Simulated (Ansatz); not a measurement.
Reactions of C₂H₆F₂OSi (`OC(F)([SiH3])CF`).

Computed with Ansatz on PBE0-D4/def2-TZVP structures; ΔE is electronic, products minus reactants. CCSD(T)/CBS adds triple-zeta CCSD(T) − MP2 to the extrapolated MP2 energy (def2 sets, frozen cores). This one scheme is used for every species. def2 core potentials past Kr. For Sn outer-core shells are correlated without core-valence functions, which leaves a few kJ/mol of doubt a bond. Each species was taken in one conformer, which may not be the lowest.

(1) Order these by ΔE at CCSD(T)/CBS, lowest first. (An estimate is asked.)
A. `OC(F)([SiH3])CF` + `CSS` → `CSSCF` + `OC(F)[SiH3]`
B. `OC(F)([SiH3])CF` + `C[SiH3]` → `[SiH3][SiH3]` + `CC(O)(F)CF`
C. `OC(F)([SiH3])CF` + `O[SiH2][SiH3]` → `FCO[SiH2][SiH3]` + `OC(F)[SiH3]`
D. `OC(F)([SiH3])CF` + `[OH][Sn][Cl]` → `[SiH3][O][Sn][Cl]` + `OC(F)CF`
E. `OC(F)([SiH3])CF` + H₂ → `OC(F)[SiH3]` + `CF`
F. `OC(F)([SiH3])CF` + `C=N[SiH2]N` → `C=N[SiH2]N[SiH3]` + `OC(F)CF`
G. `OC(F)([SiH3])CF` + `OC([SiH3])S` → `[SiH3]OC([SiH3])S` + `OC(F)CF`

Largest T1 diagnostic: 0.017, for `[OH][Sn][Cl]`.

Answers

(1) D (-141.6 kJ/mol), G (-130.0 kJ/mol), F (-84.2 kJ/mol), E (-30.1 kJ/mol), B (-17.9 kJ/mol), A (+14.8 kJ/mol), C (+37.9 kJ/mol).
